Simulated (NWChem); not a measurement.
**Ionisation of C$_{2}$H$_{3}$F$_{2}$**

```xyz
7

C     -1.3887    -0.0796     0.0000
C      0.0855    -0.2948     0.0000
F      0.7296     0.1284     1.1010
F      0.7296     0.1284    -1.1010
H     -1.6334     1.0095     0.0000
H     -1.8407    -0.5367     0.9003
H     -1.8407    -0.5367    -0.9003
```
Charge 0, spin multiplicity 2.

Everything below was run with NWChem. The geometry was optimised at UPBE/def2-SVP, a minimum by its harmonic frequencies.

Basis set: def2-TZVP. The species with one electron less has spin multiplicity 1 and keeps the geometry of the parent. Δ marks differences of total energies (open shells unrestricted). −ε marks an orbital energy of the parent. That orbital need not have the symmetry of the hole or added electron in the Δ rows. That singlet is a closed-shell solution.

B3LYP has NWChem's definition, with VWN1-RPA local correlation. The structure started from a generated list of species. The unpaired electrons of the parent sit in orbitals of symmetry a' (Cs labels of the run); other states weren't searched. No SCF solution was tested for a lower state.

Problem. One of these methods gave a first vertical ionisation energy of 6.23 eV. Which?
(A) ΔB3LYP
(B) −ε(alpha HOMO) of BLYP
(C) −ε(alpha HOMO) of BP86
(D) −ε(alpha HOMO) of B3LYP

Solution. D, −ε(alpha HOMO) of B3LYP. The others give 4.89 (−ε(alpha HOMO) of BP86), 4.71 (−ε(alpha HOMO) of BLYP), 9.25 (ΔB3LYP).
